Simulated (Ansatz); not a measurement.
Total energies of Ge18NH28, a doped nanocrystal cut from the lattice of germanium (N on a surface site) from Ansatz at BLYP-D4/def2-TZVP, gas phase (1 Eh = 27.2114 eV = 2625.5 kJ/mol). The reference geometry is relaxed at r2SCAN-D4/def2-SVP.

Cartesian coordinates in Å:
```
Ge 3.3623 -0.9717 -2.3232
Ge 1.4700 -4.3946 -2.3449
Ge -0.2377 -1.1082 -3.9910
Ge 0.2670 0.7595 -0.4792
Ge -2.0232 -2.5821 -0.8024
Ge -0.8395 5.6857 1.2266
Ge -2.8321 2.2484 1.4497
N 1.7633 -2.1308 0.5461
Ge -0.8699 -1.1235 2.6615
Ge 0.8150 2.5389 2.9971
Ge 1.8189 -2.3376 -3.6015
Ge 2.3178 -0.5018 -0.1861
Ge 1.2484 4.5512 1.7149
Ge -0.4004 -4.3869 -0.8026
Ge -1.2627 -0.5278 -1.8652
Ge -0.6966 1.1194 1.7274
Ge -2.6769 -2.2690 1.5183
Ge -2.4324 4.2336 0.1141
Ge 1.2420 -2.2851 2.3310
H 4.7024 -1.7130 -2.1378
H 3.6482 0.3658 -3.0329
H 2.7640 -4.6483 -1.5347
H 1.3328 -5.5889 -3.3127
H 0.0794 0.1659 -4.8004
H -1.2127 -1.9687 -4.8206
H 0.5647 2.1040 -1.1809
H -3.2673 -3.0650 -1.5903
H -0.5760 6.9412 0.3717
H -1.4581 6.1517 2.5597
H -3.8358 1.3158 0.7441
H -3.4227 2.6396 2.8187
H 2.3955 -2.8954 0.2976
H -1.1422 -1.0453 4.1808
H 2.1238 1.7805 3.2938
H 0.1664 2.9111 4.3455
H 2.4657 -2.7031 -4.9574
H 3.2777 0.2386 0.7861
H 1.9437 4.1599 0.3975
H 2.1926 5.4992 2.4808
H -1.1797 -5.7250 -0.9485
H -2.5158 0.3419 -2.1281
H -3.9709 -1.4382 1.6322
H -2.9359 -3.6456 2.1649
H -1.8660 3.7967 -1.2500
H -3.7451 4.9989 -0.1457
H 2.3217 -1.6952 3.2738
H 1.1163 -3.7968 2.6021
```

```tsv
state	geometry	energy (Eh)
charge 0 doublet	reference	-37459.06600
charge 1 singlet	reference	-37458.82419
charge -1 singlet	reference	-37459.13482
free Ge atom (triplet)	–	-2076.98170
free N atom (quartet)	–	-54.58940
free H atom (doublet)	–	-0.49755
```

Single mean-field runs in def2-TZVP are fitted with def2-universal-jkfit.

Other spin states of the ions weren't run at this level and may lie lower.

(1) Work out the vertical ionisation energy to the singlet.

(2) Work out the vertical electron affinity, to the singlet.

(3) Give the fundamental gap IE − EA, the Mulliken electronegativity (IE + EA)/2 and the hardness (IE − EA)/2.

(4) What is the binding energy per atom against free atoms?

(1) E(charge 1 singlet) − E(charge 0 doublet) = -37458.82419 − (-37459.06600) = 0.24181 Eh = 6.58 eV. For comparison, −ε of the highest occupied level of the spin that leaves is 4.53 eV at this level, 2.05 eV less.

(2) E(charge 0 doublet) − E(charge -1 singlet) = -37459.06600 − (-37459.13482) = 0.06882 Eh = 1.87 eV. The basis lacks diffuse functions, which makes affinities too small.

(3) From the values in Eh: IE − EA = 0.24181 − 0.06882 = 0.17299 Eh = 4.71 eV; (IE + EA)/2 = 4.23 eV; (IE − EA)/2 = 2.35 eV.

(4) Atoms: 18 × (-2076.98170) + 1 × (-54.58940) + 28 × (-0.49755) = -37454.19140 Eh. Binding: -37454.19140 − (-37459.06600) = 4.87460 Eh = 132.64 eV, or 2.82 eV for each of 47 atoms (no zero-point energy, no counterpoise term).

At BLYP-D4/def2-TZVP the highest occupied level of the charge -1 singlet lies above zero (up to 0.12 eV). By energy differences its removal costs 1.87 eV (vertical, to the charge 0 doublet, at BLYP-D4/def2-TZVP); self-interaction error and the lack of diffuse functions both raise the level.
